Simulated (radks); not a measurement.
Spin polarisation of the 4f12 shell in Tm3+. Start: [Xe] 4f(up 6, down 6); electrons of 4f are moved from spin down to spin up, other shells keep equal spins. Calculated with a radial shooting solver on a logarithmic mesh with Libxc functionals: scalar-relativistic Kohn-Sham, PBE, spin-polarised, spherical densities, finite nucleus; Fermi nuclear charge, rms radius of each element as measured or else 0.836 A^(1/3) + 0.57 fm.

| moment (Bohr magnetons) | E - E(0) (eV) | e(4f up) (eV) | e(4f down) (eV) | 5p down minus up (eV) |
|---|---|---|---|---|
| 0 | 0.000 | -35.743 | -35.743 | 0.000 |
| 0.5 | -0.051 | -35.943 | -35.536 | 0.151 |
| 1 | -0.204 | -36.138 | -35.322 | 0.303 |
| 1.5 | -0.459 | -36.326 | -35.102 | 0.454 |
| 2 | -0.816 | -36.507 | -34.876 | 0.606 |

At moment 2 the spin-polarisation energy is -0.816 eV and the 4f exchange splitting 1.631 eV, that is 0.815 eV per Bohr magneton; E = -I m^2/4 would give I = 0.816 eV.
